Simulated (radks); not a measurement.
The numbers below are computed, except where a source is named.
The promethium anion Pm- inside a hard spherical wall (all orbitals vanish at R), configuration held at [Xe] 4f6 6s2 and not refilled when levels cross. Level of theory: scalar-relativistic Kohn-Sham, PBE, spin-polarised, spherical densities, point nucleus; open shells are filled with parallel spins first (spin-orbit coupling, left out, can overturn this in heavy ions) (a radial shooting solver on a logarithmic mesh with Libxc functionals). Eigenvalues in eV for spin up, with the zero of energy where the potential of the charges vanishes at infinity; a dash marks a level that is unbound or too diffuse for the functional's potential to be trusted. A positive occupied level is held by the wall or, in an anion where self-interaction has pushed it up, behind a barrier. The pressure on the wall is -dE/dV.

[
 {"R (bohr)": "8", "E (hartree)": "-10020.5758", "kinetic (hartree)": "10688.975", "e(5s)": "-32.539", "e(5p)": "-13.645", "e(6s)": "2.761", "e(6p, empty)": "-", "e(5d, empty)": "-", "e(4f)": "7.671", "pressure (GPa)": "1.80"},
 {"R (bohr)": "7", "E (hartree)": "-10020.5073", "kinetic (hartree)": "10689.164", "e(5s)": "-31.163", "e(5p)": "-12.339", "e(6s)": "4.109", "e(6p, empty)": "7.258", "e(5d, empty)": "6.655", "e(4f)": "9.101", "pressure (GPa)": "4.46"},
 {"R (bohr)": "6", "E (hartree)": "-10020.3705", "kinetic (hartree)": "10689.551", "e(5s)": "-29.285", "e(5p)": "-10.580", "e(6s)": "6.496", "e(6p, empty)": "10.707", "e(5d, empty)": "8.608", "e(4f)": "11.096", "pressure (GPa)": "12.7"},
 {"R (bohr)": "5", "E (hartree)": "-10020.0566", "kinetic (hartree)": "10690.509", "e(5s)": "-26.466", "e(5p)": "-7.972", "e(6s)": "11.325", "e(6p, empty)": "17.495", "e(5d, empty)": "11.886", "e(4f)": "14.203", "pressure (GPa)": "45.6"},
 {"R (bohr)": "3.5", "E (hartree)": "-10017.9992", "kinetic (hartree)": "10697.551", "e(5s)": "-16.376", "e(5p)": "1.906", "e(6s)": "36.597", "e(6p, empty)": "49.709", "e(5d, empty)": "25.475", "e(4f)": "26.237", "pressure (GPa)": "622"},
 {"R (bohr)": "3", "E (hartree)": "-10015.4986", "kinetic (hartree)": "10705.996", "e(5s)": "-8.097", "e(5p)": "10.867", "e(6s)": "62.010", "e(6p, empty)": "79.549", "e(5d, empty)": "37.800", "e(4f)": "36.382", "pressure (GPa)": "1920"},
 {"R (bohr)": "2", "E (hartree)": "-9992.5745", "kinetic (hartree)": "10775.442", "e(5s)": "46.331", "e(5p)": "74.155", "e(6s)": "235.88", "e(6p, empty)": "269.69", "e(5d, empty)": "120.34", "e(4f)": "90.477", "pressure (GPa)": "33100"},
 {"R (bohr)": "1.5", "E (hartree)": "-9933.2395", "kinetic (hartree)": "10944.628", "e(5s)": "172.11", "e(5p)": "217.01", "e(6s)": "572.37", "e(6p, empty)": "620.92", "e(5d, empty)": "286.69", "e(4f)": "174.67", "pressure (GPa)": "235000"}
]
